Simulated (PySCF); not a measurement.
Compound: C₅H₈F₃OP.
Atom-mapped SMILES: `[O:1]=[P@@H:2]1[CH2:3][CH2:4][C@H:5]([C:6]([F:7])([F:8])[F:9])[CH2:10]1` (hydrogens: H11 on P2; H12, H13 on C3; H14, H15 on C4; H16 on C5; H17, H18 on C10)

Structure used (PBE0-D3(BJ)/def2-SVP), in Å, numbered top down from 1:
```xyz
18
C5H8F3OP angstrom
O     -2.8562   -0.0261   -1.3927
P     -1.9749   -0.2101   -0.2018
C     -1.1840    1.2818    0.5381
C      0.3003    1.1634    0.1954
C      0.6650   -0.3226    0.3118
C      2.0700   -0.6217   -0.1584
F      2.9718    0.0670    0.5483
F      2.2416   -0.3015   -1.4460
F      2.3603   -1.9188   -0.0264
C     -0.3921   -1.1091   -0.4632
H     -2.5790   -0.8763    0.9095
H     -1.3471    1.2738    1.6279
H     -1.6623    2.1816    0.1264
H      0.4731    1.4876   -0.8439
H      0.9331    1.7874    0.8425
H      0.6419   -0.6158    1.3754
H     -0.4495   -2.1709   -0.1880
H     -0.2052   -1.0449   -1.5480
```

Level: PBE0/pcSseg-1 in PySCF, non-relativistic, on one gas-phase PBE0-D3(BJ)/def2-SVP geometry that isn't relaxed in the solvent. The solvent is an IEF-PCM continuum (Bondi radii, 1.10 Å for H, scaled by 1.2). Specific hydrogen bonds and non-electrostatic terms are outside this model.

```csv
run,E − E(gas) (kcal/mol),HOMO (eV),HOMO–LUMO gap (eV),dipole (D)
gas,0.00,-7.87,8.27,3.62
P,-4.44,-7.86,8.52,4.07
Q,-9.18,-7.86,8.80,4.63
```

Question: The runs were made in cyclohexane and tetrahydrofuran. Which run belongs to which solvent?

Answer: P = cyclohexane, Q = tetrahydrofuran. The dielectric constants are 2.017 (cyclohexane), 7.426 (tetrahydrofuran), and the energy falls further as ε rises. In this model the ground state sees the solvent through ε alone.

Question: How constant is the ratio of the lowering to (ε − 1)/(2ε + 1)?

Answer: 
```json
{"solvent": "cyclohexane", "(ε − 1)/(2ε + 1)": "0.202", "E − E(gas) (kcal/mol)": "-4.44", "ratio (kcal/mol)": "-22.0", "polarisation term (kcal/mol)": "-4.77"}
{"solvent": "tetrahydrofuran", "(ε − 1)/(2ε + 1)": "0.405", "E − E(gas) (kcal/mol)": "-9.18", "ratio (kcal/mol)": "-22.7", "polarisation term (kcal/mol)": "-10.67"}
```

The ratio changes by +3.0 % in size from cyclohexane to tetrahydrofuran. The polarisation term is half the interaction of the solute with the induced surface charges.
